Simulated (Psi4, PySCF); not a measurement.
Here is a job for PySCF.
```python
from pyscf import gto, scf, dft

mol = gto.M(
    atom='''
O     0.00000000    0.00000000    0.00000000
''',
    basis='6-31g*',
    charge=-1,
    spin=1,
    verbose=4,
)

mf = dft.UKS(mol)
mf.xc = 'b3lyp'
mf.grids.atom_grid = (99, 590)
mf.grids.prune = None
mf.kernel()
```

Q: Write the same job for Psi4.

A: One answer among several that fit: 
```
memory 2 GB

molecule mol {
-1 2
  O     0.000000    0.000000    0.000000
}

set basis 6-31g*
set reference uks
set scf_type pk
set puream true
set d_convergence 1e-8
set dft_radial_points 99
set dft_spherical_points 590

energy('b3lyp')
print_variables()
```

Both were run: PySCF gave -75.050746 Eh and Psi4 -75.050746 Eh, 0.000 mEh apart.
